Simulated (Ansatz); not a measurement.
C3HN, SMILES `[C-]#[N+]C#C` (charge 0, multiplicity 1).

Cartesian coordinates (Å):
```xyz
5

C      2.4016    -0.2290     0.0258
N      1.2324    -0.0982     0.0132
C     -0.0648     0.0470    -0.0007
C     -1.2568     0.1803    -0.0135
H     -2.3124     0.2984    -0.0248
```
Charge 0, multiplicity 1.

Frozen-core energies in 6-31g from Ansatz (a first-principles code) at a geometry from B3LYP-D3(BJ)/def2-TZVP; the HF reference has <S^2> = 0.00 and the T1 diagnostic is 0.018.

| level | energy (Ha) |
|---|---|
| HF | -168.44400 |
| MP2 | -168.80254 |
| CCSD | -168.81708 |

### Question
Estimate the energies of CCSD(T), CCSDT and CCSDT(Q), and give each level's difference from CCSDT(Q).

### Answer

| level | energy (Ha) | difference from CCSDT(Q) (mHa) |
|---|---|---|
| MP2 | -168.80254 | 32.36 |
| CCSD | -168.81708 | 17.83 |
| CCSD(T) | -168.83286 | 2.05 |
| CCSDT | -168.83323 | 1.68 |
| CCSDT(Q) | -168.83491 | 0.00 |
